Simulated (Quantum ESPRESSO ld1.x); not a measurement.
Question: Radial electron density D(r) = 4 pi r^2 rho(r) of an atom or ion with 66 electrons. All-electron calculation, scalar-relativistic Kohn-Sham, LDA (Slater exchange, Perdew-Zunger correlation), spin-unpolarised, spherical densities, point nucleus. Program: ld1.x of Quantum ESPRESSO 7.5.

| r (bohr) | D(r) (e/bohr) |
|---|---|
| 0.001923 | 13.04 |
| 0.002257 | 16.52 |
| 0.002628 | 20.52 |
| 0.003059 | 25.29 |
| 0.00359 | 31.20 |
| 0.004179 | 37.66 |
| 0.004904 | 45.28 |
| 0.005709 | 53.13 |
| 0.006647 | 61.29 |
| 0.0078 | 69.74 |
| 0.00908 | 77.04 |
| 0.01057 | 82.99 |
| 0.0124 | 87.10 |
| 0.01444 | 88.50 |
| 0.01695 | 87.31 |
| 0.01973 | 84.26 |
| 0.02297 | 80.66 |
| 0.02695 | 78.32 |
| 0.03138 | 79.48 |
| 0.03682 | 85.60 |
| 0.04287 | 95.56 |
| 0.0499 | 107.0 |
| 0.05856 | 115.9 |
| 0.06818 | 117.6 |
| 0.07937 | 111.2 |
| 0.09314 | 99.57 |
| 0.1084 | 90.60 |
| 0.1272 | 89.77 |
| 0.1481 | 96.92 |
| 0.1724 | 104.2 |
| 0.2024 | 101.3 |
| 0.2356 | 85.26 |
| 0.2743 | 63.72 |
| 0.3219 | 48.29 |
| 0.3747 | 46.60 |
| 0.4397 | 52.46 |
| 0.5119 | 54.62 |
| 0.5959 | 48.38 |
| 0.6993 | 36.08 |
| 0.8141 | 25.10 |
| 0.9554 | 17.68 |
| 1.112 | 13.86 |
| 1.295 | 11.15 |
| 1.519 | 8.260 |
| 1.769 | 5.535 |
| 2.059 | 3.334 |
| 2.417 | 1.871 |
| 2.813 | 1.174 |
| 3.301 | 0.8445 |
| 3.843 | 0.6616 |
| 4.474 | 0.4883 |
| 5.251 | 0.3060 |
| 6.113 | 0.1634 |
| 7.116 | 0.07101 |
| 8.351 | 0.02298 |
| 9.722 | 0.006010 |
| 11.41 | 0.001083 |
| 13.28 | 0.0001536 |

What is the nuclear charge?

Answer: Z = 66. The innermost maximum, from 1s, lies near gamma/Z bohr with gamma = sqrt(1 - (Z/c)^2) = 0.876, here 0.0133 bohr (found: 0.0146), and its height grows with Z. The density is that of neutral dysprosium in [Xe] 4f10 6s2; the configuration itself is not fixed sharply by these data, and Z only to a few units. D(r) has 4 maxima, at r = 0.0146, 0.0650, 0.181, 0.496 bohr, and minima at 0.0278, 0.119, 0.354 bohr, inside which lie 1.93, 11.17, 29.49 electrons.
